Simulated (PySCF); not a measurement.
# Spin-rotation constants: `InChI=1S/C5H10OSSi/c1-4(2)5-3-7-8-6-5/h5H,1,3,8H2,2H3/t5-/m1/s1`

Cartesian coordinates in Å; atom numbers follow the order of the lines, from 1:
```xyz
18

C     1.830   -1.445   -0.730
C     1.110   -0.376   -0.429
C     1.699    0.988   -0.258
C    -0.381   -0.486   -0.214
C    -0.699   -0.601    1.278
S    -2.477   -0.292    1.534
Si   -2.489    1.059   -0.136
O    -1.049    0.633   -0.748
H     1.386   -2.418   -0.856
H     2.897   -1.386   -0.858
H     1.592    1.326    0.773
H     2.754    0.986   -0.516
H     1.172    1.697   -0.895
H    -0.762   -1.383   -0.721
H    -0.466   -1.592    1.658
H    -0.149    0.147    1.850
H    -2.393    2.449    0.273
H    -3.583    0.699   -1.017
```

Method: GIAO CAM-B3LYP/pcSseg-1 magnetisability, rotational g tensor and spin-rotation constants, non-relativistic, gas phase (PySCF 2.14.0). Geometry: GFN2-xTB.

(1) Give the nuclear spin-rotation constants along the inertial axes (H = +C I·J) beside the isotropic shieldings.

(2) How do the rotational constants and the g tensor change when H9, H10, H11, H12, H13, H14, H15, H16, H17, H18 are replaced by deuterium?

Results:

(1) Rotational constants 2.7844, 0.9705, 0.8280 GHz. A star marks the isotopologue with that one atom substituted, in its own axes.
| atom | isotope | Caa (kHz) | Cbb (kHz) | Ccc (kHz) | mean (kHz) | σ (ppm) |
| --- | --- | --- | --- | --- | --- | --- |
| H9 | 1H | -0.256 | -0.045 | 0.005 | -0.099 | 26.7 |
| H10 | 1H | 0.212 | -0.108 | -0.080 | 0.008 | 26.6 |
| H11 | 1H | -0.242 | -0.095 | -0.007 | -0.115 | 30.1 |
| H12 | 1H | 0.076 | -0.110 | -0.089 | -0.041 | 30.1 |
| H13 | 1H | -0.246 | 0.012 | -0.085 | -0.106 | 29.3 |
| H14 | 1H | -0.245 | -0.101 | 0.039 | -0.102 | 27.4 |
| H15 | 1H | -0.293 | 0.025 | -0.088 | -0.119 | 29.3 |
| H16 | 1H | -0.317 | -0.093 | 0.027 | -0.128 | 29.0 |
| H17 | 1H | -0.237 | -0.043 | 0.005 | -0.092 | 26.4 |
| H18 | 1H | -0.146 | -0.079 | 0.008 | -0.072 | 26.3 |
| C1 | 13C* | 1.022 | 0.219 | 0.249 | 0.496 | 65.4 |
| C2 | 13C* | 1.280 | 0.256 | 0.295 | 0.610 | 25.6 |
| C3 | 13C* | 0.420 | 0.140 | 0.115 | 0.225 | 166.6 |
| C4 | 13C* | 0.673 | 0.225 | 0.227 | 0.375 | 97.7 |
| C5 | 13C* | 0.453 | 0.165 | 0.165 | 0.261 | 145.2 |
| S6 | 33S* | 0.282 | 0.196 | 0.203 | 0.227 | 658.9 |
| Si7 | 29Si* | -1.668 | -0.636 | -0.558 | -0.954 | 339.4 |
| O8 | 17O* | -0.350 | -0.057 | -0.082 | -0.163 | 281.5 |

For the geometry as given, no vibrational averaging.

(2) Constants 2.3338, 0.8575, 0.7412 GHz; g -0.0284, -0.0098, -0.0074, against -0.0336, -0.0109, -0.0083 before.
